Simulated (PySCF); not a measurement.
F6Si2, SMILES F[Si](F)(F)[Si](F)(F)F. Atoms are numbered in the order given.

```xyz
8

F      1.2975    -0.7491     1.7177
Si     0.0000     0.0000     1.1570
F      0.0000     1.4982     1.7177
F     -1.2975    -0.7491     1.7177
Si     0.0000     0.0000    -1.1570
F      1.2975     0.7491    -1.7177
F      0.0000    -1.4982    -1.7177
F     -1.2975     0.7491    -1.7177
```
Charge 0, spin multiplicity 1.

Geometry: PBE0-D3(BJ)/def2-SVP. Other conformers were not sampled.

Level of theory: TDA-ωB97X/def2-SVPD (PySCF 2.14.0).

Vertical excitations; the highest root listed may be one member of a degenerate set. The molecule is in vacuum. State labels are in the subgroup C2h.

```tsv
state	symmetry	energy (eV)	λ (nm)	f	main pairs
S1	Bu	8.87	140	0.166	HOMO→LUMO+1 (degenerate set)
S2	Au	8.87	140	0.166	HOMO→LUMO (degenerate set)
S3	Bu	10.36	120	0.547	HOMO→LUMO+3 89 %
S4	Ag	10.76	115	0.000	HOMO→LUMO+2 93 %
S5	Ag	11.10	112	0.000	HOMO−2→LUMO (degenerate set)
S6	Bg	11.10	112	0.000	HOMO−2→LUMO+1 (degenerate set)
S7	Bu	11.11	112	0.066	HOMO−1→LUMO (degenerate set)
S8	Au	11.11	112	0.066	HOMO−1→LUMO+1 (degenerate set)
S9	Bu	11.27	110	0.000	HOMO−4→LUMO, HOMO−3→LUMO+1 (degenerate set)
S10	Au	11.27	110	0.000	HOMO−3→LUMO, HOMO−4→LUMO+1 (degenerate set)
T1	Au	7.31	170	0	HOMO→LUMO 94 %
T2	Bu	7.32	169	0	HOMO→LUMO+1 94 %
T3	Bu	9.00	138	0	HOMO→LUMO+3 71 %, HOMO→LUMO+4 24 %
T4	Ag	10.37	120	0	HOMO→LUMO+2 84 %
```
Triplets are in the Tamm–Dancoff approximation.
